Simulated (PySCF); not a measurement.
Species: Sn(vinyl)2(NCO)2, C₆H₆N₂O₂Sn.
Geometry (PBE0-D3(BJ)/def2-SVP, Å), atoms numbered from 1 in this order:
```xyz
17
C6H6N2O2Sn angstrom
Sn     0.2434   -0.3653    0.0111
C     -0.0116   -0.8101    2.0623
C     -0.9133   -0.1406    2.7834
H      0.5964   -1.5993    2.5175
H     -1.5333    0.6506    2.3471
H     -1.0722   -0.3605    3.8456
C      2.0644    0.2739   -0.8514
C      2.2105    1.5213   -1.3022
H      2.8843   -0.4483   -0.9314
H      1.4072    2.2637   -1.2406
H      3.1472    1.8570   -1.7627
N     -1.0986    1.1273   -0.3069
C     -1.7976    1.7656   -1.0505
O     -2.4922    2.4208   -1.7268
N     -0.3770   -1.9595   -1.0814
C     -1.2425   -2.7162   -1.4376
O     -2.0435   -3.4810   -1.8153
```

Computed, not measured: PBE0-D3(BJ)/def2-SVP geometry optimisation, gas phase, def2 core potentials past Kr in PySCF 2.14.0.

Masses are those of the commonest isotopes; rigid-rotor values at the optimised geometry. The values belong to one conformer.

Question: What are A, B and C (MHz)?

Answer: Ia = 712.44, Ib = 835.55, Ic = 963.75 u·Å²; 505379 MHz·u·Å²/I gives A = 709.4, B = 604.8, C = 524.4 MHz.

Question: What kind of rotor is it?

Answer: An asymmetric top; Ray's κ = -0.130.

Question: What does the inertial defect say?

Answer: Not planar: Δ = Ic − Ia − Ib = -584.23 u·Å². For a rigid frame Δ = −2 Σ m c², so Σ m c² = 292.12 u·Å² lies off the ab plane: 42.81 from hydrogen and 249.31 from heavier atoms. The atom farthest from that plane is 3.73 Å away.

Question: Which lines would a microwave search look for?

Answer: The dipole components are |μa| = 2.31 D, |μb| = 4.79 D, |μc| = 0.00 D. The squared components, which scale the intensities, stand as 0.23 : 1.00 : 0.00 (a : b : c). Some lines, for components of 0.1 D or more:

| type | branch | J(Ka,Kc) | MHz | lower level (cm⁻¹) |
| --- | --- | --- | --- | --- |
| b | Q | 2(2,0) ← 2(1,1) | 345 | 0.122 |
| b | Q | 2(2,1) ← 2(1,2) | 555 | 0.114 |
| a | R | 1(0,1) ← 0(0,0) | 1129 | 0.000 |
| b | R | 1(1,1) ← 0(0,0) | 1234 | 0.000 |
| b | R | 2(0,2) ← 1(1,1) | 2122 | 0.041 |
| a | R | 2(1,2) ← 1(1,1) | 2178 | 0.041 |
| a | R | 2(0,2) ← 1(0,1) | 2227 | 0.038 |
| b | R | 2(1,2) ← 1(0,1) | 2283 | 0.038 |
| a | R | 2(1,1) ← 1(1,0) | 2339 | 0.044 |
| b | R | 2(2,1) ← 1(1,0) | 2652 | 0.044 |
| b | R | 2(2,0) ← 1(1,1) | 2765 | 0.041 |

Question: Estimate the classical rotational partition function at 10 K, 25 K and 200 K.

Answer: Point group C1, symmetry number σ = 1; q = (√π/σ)·√((kT/h)³/(ABC)), k/h = 20836.6 MHz/K: 11200 at 10 K, 44400 at 25 K, 1010000 at 200 K.

Whether it is a minimum is left open (no frequencies). Zero-point vibration and centrifugal distortion are left out. Quadrupole hyperfine structure (14N) is left out.
